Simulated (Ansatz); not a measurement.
Ansatz results at the PBE0-D4/def2-TZVP geometry: LUMO energy (PBE0/def2-TZVPP) -2.43 eV; LUMO energy (B3LYP/def2-TZVPP) -2.58 eV; size of the dipole moment (PBE/def2-TZVPP) 2.52 D.

Each molecule was computed in one conformer, which needn't be the lowest.

Task: Which molecule gave them?
A. `[OH][GeH]1[CH2][SiH2]1`
B. `[CH2]1[O][SnH2]1`
C. `[OH][Al]1[O]C[SiH2]1`
D. `C=C(O)B([SiH3])Cl`

Result: D. The others give `[OH][GeH]1[CH2][SiH2]1`: -0.53, -0.79, 1.01; `[OH][Al]1[O]C[SiH2]1`: -0.89, -1.05, 2.05; `[CH2]1[O][SnH2]1`: -2.17, -2.41, 2.07.

B3LYP here is the variant with VWN-RPA as its local correlation; programs differ in this.
